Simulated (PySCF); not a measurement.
How methods differ on the ionisation energy of Ru²⁶⁺

Ru²⁶⁺ [Ar] (1S) → Ru²⁷⁺ [Ne] 3s2 3p5 (2P), as a difference of total energies. Computed with PySCF 2.14 in an even-tempered Gaussian basis (18 s from 3.4 bohr⁻², ratio 2.5; 12 p from 4.4 bohr⁻², ratio 2.5; 5 d from 21 bohr⁻², ratio 2.7; 4 f from 32 bohr⁻², ratio 2.7), with scalar relativity by spin-free X2C-1e. Correlated levels: outer shells: 1s2 frozen; virtual orbitals above 40 to 60 times the deepest correlated orbital energy dropped. The calculations carry no spin-orbit coupling.

```tsv
method	ionisation energy (eV)
UHF	1457.3
MP2 (outer shells)	1458.3
SCS-MP2 (outer shells)	1458.1
CCSD (outer shells)	1458.2
CCSD(T) (outer shells)	1458.2
```

A first-order spin-orbit estimate (lowest level to lowest level, LS coupling) adds -9.351 eV.

Breit and QED terms and the two-electron picture change are absent.

For comparison: 1447 ± 4 eV (semi-empirical (NIST evaluation); NIST Atomic Spectra Database, ionization energies).
